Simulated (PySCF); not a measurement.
HCl2FGeO (SMILES [OH][Ge]([F])([Cl])[Cl]), singlet, geometry from GFN2-xTB. Base run: DF-CAMB3LYP/cc-pVDZ in PySCF.

The PySCF input:
```python
from pyscf import gto, scf, dft

mol = gto.Mole()
mol.atom = '''
    O    -1.591260   -0.786519   -0.586762
    Ge   -0.155622   -0.097180    0.077933
    F    -0.331135   -0.339641    1.822678
    Cl    1.441990   -1.208313   -0.617492
    Cl   -0.082006    1.974720   -0.207622
    H    -2.429534   -0.570247   -0.176924
'''
mol.basis = 'cc-pvdz'
mol.charge = 0
mol.spin = 0
mol.verbose = 4
mol.max_memory = 1800
mol.build()

mf = dft.RKS(mol)
mf.xc = 'camb3lyp'
mf = mf.density_fit(auxbasis='def2-universal-jkfit')
mf.kernel()
```

The job was repeated with other settings on one machine. Differences are taken from the largest basis of the cc-pVXZ family in the series, which isn't the basis-set limit (cc-pVQZ: -11.268 eV). The cheapest run took around 11 core-seconds (rough).

```csv
setting,basis functions,"cost, times the cheapest (rough)",difference in HOMO energy (eV)
cc-pVDZ,96,1,0.274
cc-pVTZ,185,2,0.060
cc-pVQZ,326,4,reference
```

Times come from a shared machine, hold the start-up and are rough.
